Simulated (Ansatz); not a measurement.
Basis-set extrapolation for `C=C([SiH3])BC` (PBE0-D4/def2-TZVP geometry, frozen core, the Gaussian-basis code of Ansatz). Multiplicity 1, RHF reference.

```json
{"": "HF", "def2-TZVPP": "-432.502408", "def2-QZVPP": "-432.518027"}
{"": "MP2 correlation", "def2-TZVPP": "-0.725813", "def2-QZVPP": "-0.772506"}
{"": "CCSD(T) correlation", "def2-TZVPP": "-0.820338", "def2-QZVPP": "not run"}
```

Energies in hartree. Use E(X) = E(∞) + A·exp(−7.88·√X) for Hartree–Fock and E(X) = E(∞) + B·X^(−2.97) for correlation, with X = 3 and 4, and add CCSD(T) minus MP2 of the smaller set to the MP2 limit.

Q: What is the CCSD(T) energy at the basis-set limit?

A: HF limit: -432.518027 + (-0.015619) × 0.13774 = -432.52018. MP2 limit: -0.772506 + (-0.046693) × 0.74074 = -0.80709. Higher-order term: -0.820338 − (-0.725813) = -0.09452. Total: -433.42179 hartree, 62.2 kcal/mol below CCSD(T)/def2-TZVPP.
